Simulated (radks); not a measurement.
All-electron atom: Rh in [Ar] 3d10 4s2 4p5 4d8 5s1 5p1 (not the ground configuration).

Method: Dirac Kohn-Sham, OLYP, spin-unpolarised, spherical densities, point nucleus; open shells fill j = l - 1/2 first; computed with a radial shooting solver on a logarithmic mesh with Libxc functionals.

Energy parts (eV):
total: -130208.951
kinetic: 135754.418
electron-nucleus: -314945.668
Hartree: 52804.056
exchange-correlation: -3821.757

Orbitals (lengths in bohr, moments of r in powers of bohr; r(max) is where P^2 peaks):
| orbital | occ. | eigenvalue (eV) | <r^4> | <1/r> | r(max) | small-component weight |
|---|---|---|---|---|---|---|
| 1s1/2 | 2 | -23033.04 | 5.369e-06 | 47.05 | 0.02117 | 2.71e-02 |
| 2s1/2 | 2 | -3348.302 | 0.0009673 | 10.79 | 0.1199 | 5.62e-03 |
| 2p1/2 | 2 | -3101.181 | 0.0006347 | 10.77 | 0.09294 | 5.63e-03 |
| 2p3/2 | 4 | -2956.575 | 0.0007228 | 10.17 | 0.09701 | 5.43e-03 |
| 3s1/2 | 2 | -605.2516 | 0.04676 | 3.747 | 0.3516 | 1.55e-03 |
| 3p1/2 | 2 | -508.4965 | 0.04702 | 3.650 | 0.3382 | 1.50e-03 |
| 3p3/2 | 4 | -483.5639 | 0.05223 | 3.507 | 0.3478 | 1.44e-03 |
| 3d3/2 | 4 | -312.4209 | 0.04947 | 3.336 | 0.2894 | 1.33e-03 |
| 3d5/2 | 6 | -307.4898 | 0.05116 | 3.299 | 0.2922 | 1.31e-03 |
| 4s1/2 | 2 | -89.1379 | 1.737 | 1.416 | 0.8791 | 3.82e-04 |
| 4p1/2 | 2 | -59.5376 | 2.499 | 1.297 | 0.9237 | 3.30e-04 |
| 4p3/2 | 3 | -55.5528 | 2.801 | 1.253 | 0.9480 | 3.15e-04 |
| 4d3/2 | 4 | -11.3058 | 12.93 | 0.9338 | 1.114 | 1.87e-04 |
| 4d5/2 | 4 | -10.8542 | 13.70 | 0.9218 | 1.125 | 1.83e-04 |
| 5s1/2 | 1 | -6.0621 | 183.9 | 0.4292 | 2.478 | 4.38e-05 |
| 5p1/2 | 1 | -1.8836 | 1140 | 0.2946 | 3.270 | 1.97e-05 |
| 5p3/2 | 0 | -1.7152 | 1403 | 0.2799 | 3.410 | 1.77e-05 |

The highest occupied level is 5p1/2 at -1.884 eV. Summed over all electrons, <r^2> = 66.52 bohr^2, which gives a Langevin (diamagnetic) susceptibility term of -52.7 x 10^-6 cm^3/mol.
